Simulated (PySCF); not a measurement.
BrH₂InO₂, SMILES [OH][In]([OH])[Br]. Atoms are numbered in the order given.

```xyz
6

In    -0.0021    -0.6714     0.0000
Br    -0.0178     1.8141     0.0000
O     -1.7353    -1.6575     0.0000
H     -1.5780    -2.6139     0.0000
O      1.7131    -1.7016     0.0000
H      2.4806    -1.1109     0.0000
```

The structure is a stationary point at B3LYP-D3(BJ)/def2-SVP. The def2 effective core potentials stand for the cores of In; spin–orbit coupling is left out. One conformer was computed; it need not be the lowest.

Method: PySCF with PBE/def2-TZVP.

Symmetry labels are those of the subgroup Cs that the program uses (full group Cs).

Computed valence orbital energies around the gap with their symmetry:
| orbital | symmetry | energy (eV) |
|---|---|---|
| HOMO−7 | A' | -11.35 |
| HOMO−6 | A' | -9.73 |
| HOMO−5 | A' | -8.23 |
| HOMO−4 | A' | -7.97 |
| HOMO−3 | A" | -7.78 |
| HOMO−2 | A" | -7.28 |
| HOMO−1 | A' | -7.23 |
| HOMO | A" | -7.21 |
| LUMO | A' | -3.38 |
| LUMO+1 | A" | -1.78 |
| LUMO+2 | A' | -0.43 |
| LUMO+3 | A' | -0.11 |
